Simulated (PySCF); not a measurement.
Cu(OH) (CuHO), SMILES [Cu][OH], multiplicity 1.

Geometry optimised at r2SCAN-D4/def2-TZVP. The multiplicity is an assumed one; other spin states were not compared.

Two levels are set side by side: TDA-PBE/def2-TZVPD (PySCF) and TDA-PBE0/def2-TZVPD (PySCF). Vertical, same geometry. The lowest singlet is HOMO→LUMO 100 % with PBE and HOMO→LUMO 94 % with the other functional; states are paired by order. Differences are taken from unrounded values.

| quantity | TDA-PBE |
|---|---|
| lowest singlet excitation (eV) | 1.88 |
| lowest triplet excitation (TDA) (eV) | 1.40 |
| first bright state (f over 0.05) (eV) | 5.33 |
| its oscillator strength | 0.09 |

Problem. These are the TDA-PBE values. What does TDA-PBE0 give? (Estimate from the structure and the level; the computed values follow.)

Solution. 
| quantity | TDA-PBE0 | TDA-PBE minus TDA-PBE0 |
|---|---|---|
| lowest singlet excitation (eV) | 2.32 | -0.44 |
| lowest triplet excitation (TDA) (eV) | 1.70 | -0.31 |
| first bright state (f over 0.05) (eV) | 5.77 | -0.43 |
| its oscillator strength | 0.12 | -0.03 |

Functionals without exact exchange tend to place singlet excitations lower, as here. Differences between two approximate levels are no errors against the true value.

Rough cost on one machine, each run with all the roots and properties that it gave: TDA-PBE0 against TDA-PBE within a factor of 2.
